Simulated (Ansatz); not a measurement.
`C[B@H-]1[Cl+][B@@H-](C)[Cl+]1` at its PBE0-D4/def2-TZVP geometry, where that method's forces vanish. Total charge 0; spin multiplicity 1.

```xyz
14

C    -0.1397   -0.8126    2.3610
B    -0.4979    0.2954    1.3183
Cl   -1.3657   -0.4560   -0.2915
B    -0.0980    0.7309   -1.2366
C     0.6095    0.0033   -2.4254
Cl    1.0946    0.9226    0.3286
H     0.4448   -0.3810    3.1798
H    -1.0545   -1.2211    2.8020
H     0.4314   -1.6406    1.9355
H    -1.1170    1.2740    1.5999
H    -0.6542    1.7780   -1.3569
H     1.0696   -0.9456   -2.1414
H    -0.1111   -0.1937   -3.2257
H     1.3882    0.6464   -2.8476
```

Question: What forces (eV/Å) does ωB97M-V/def2-TZVPP give on these atoms in the Gaussian-basis code of Ansatz? (Best estimate.)

Answer: The calculation gave: 
```
C1   0.014 -0.070  0.096
B2  -0.133  0.172  0.151
Cl3 -0.110 -0.135 -0.040
B4  -0.091  0.218 -0.119
C5   0.046 -0.036 -0.104
Cl6  0.176  0.024  0.032
H7  -0.040 -0.031 -0.058
H8   0.064  0.027 -0.032
H9  -0.037  0.061  0.012
H10  0.077 -0.128 -0.025
H11  0.073 -0.133  0.004
H12 -0.035  0.063 -0.002
H13  0.051  0.012  0.056
H14 -0.054 -0.046  0.030
```
